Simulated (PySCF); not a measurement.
C4H10N, SMILES CN(C[CH2])C, multiplicity 2.

The structure is a stationary point at B3LYP-D3(BJ)/def2-SVP. The isomer is the one that the SMILES or the coordinates give; other isomers of the formula were not compared. One conformer was computed; it need not be the lowest.

Method: PBE/def2-TZVP run with PySCF.

Computed frontier levels, dipole moment and polarisability:
```yaml
"α spin, highest occupied and lowest empty level": -4.68 and 0.45 eV
"β spin, highest occupied and lowest empty level": -4.83 and -2.54 eV
dipole_moment: 0.48 D
quadrupole, principal values (traceless, Buckingham form, about the centre of nuclear charge): -2.58, 0.70, 1.89 D·Å
mean_static_polarisability: 62.5 bohr³ (9.27 Å³)
polarisability_principal_values: 56.0, 60.8, 70.9 bohr³
"⟨S²⟩": 0.754 (pure state 0.75)
```
